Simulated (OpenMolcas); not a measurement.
Ionisation energies of zirconium

| Quantity | Value |
| --- | --- |
| Program | OpenMolcas 26.06 |
| Basis | ANO-RCC-VTZP [7s6p4d2f1g] |
| Scalar Hamiltonian | DKH2, point nucleus |
| Spin-orbit coupling | state interaction with AMFI integrals over the reference wave functions, term energies averaged over their components |

Active shells in each charge state: the valence d shell, with orbitals averaged over the low states. Where CASPT2's correlated closed shells are named, they are those of the first ion.

A. CASSCF
B. SS-CASPT2, IPEA 0.25 Eh, imaginary shift 0.1 Eh (closed shells correlated: 4s 4p)
C. SS-CASPT2, IPEA 0.25 Eh, imaginary shift 0.1 Eh (closed shells correlated: none)
D. SS-CASPT2, IPEA 0.25 Eh, imaginary shift 0.1 Eh (closed shells correlated: 3d 4s 4p)
E. SS-CASPT2, IPEA 0 Eh, imaginary shift 0.1 Eh (closed shells correlated: 4s 4p)

Energies in eV between the lowest computed levels, named as in B; reference values from the NIST Atomic Spectra Database with their kind.

```
          From              To       A       B       C       D       E  Spin-orbit share in B                Reference
  Zr2+ 4d² ³F₂  Zr3+ 4d ²D_3/2  22.325  23.080  22.469  23.060  23.161                 +0.021  23.170 (semi-empirical)
Zr3+ 4d ²D_3/2    Zr4+ 4p⁶ ¹S₀  33.446  34.195  33.446  34.172  34.269                 +0.091        34.418 (measured)
```

Error against the reference values, in %:

```json
{"From": "Zr2+", "Reference": "semi-empirical", "A": "-3.6", "B": "-0.4", "C": "-3.0", "D": "-0.5", "E": "0"}
{"From": "Zr3+", "Reference": "measured", "A": "-2.8", "B": "-0.6", "C": "-2.8", "D": "-0.7", "E": "-0.4"}
```

Absolute error against the one measured value: A 0.97 eV, B 0.22 eV, C 0.97 eV, D 0.25 eV, E 0.15 eV. E lies closest.

The lowest level within the active space need not be the ion's true ground level.
